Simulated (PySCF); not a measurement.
ZnH2, SMILES [ZnH2]. Coordinates come from a PBE0-D3(BJ)/def2-TZVPD optimisation. The isomer is the one that the SMILES or the coordinates give; other isomers of the formula were not compared.

Level of theory: PBE0-D3(BJ)/def2-TZVPD (PySCF).

Harmonic wavenumbers (cm⁻¹): 646, 646, 1904, 1905. Rotational constants (GHz): 105.1 (linear); symmetry number 2.

Problem. Work out the zero-point energy and the ideal-gas rigid-rotor harmonic-oscillator thermochemistry at 298.15 K and 1 atm.

Solution. ZPE = ½ Σ hcν = ½ × 5101 cm⁻¹ = 7.29 kcal/mol. H − E(el) = 9.54 kcal/mol. Entropy in cal/(mol K): translation 38.54, rotation 8.72, vibration 0.76, total 48.02. G − E(el) = -4.78 kcal/mol. Cp = 8.86 cal/(mol K).
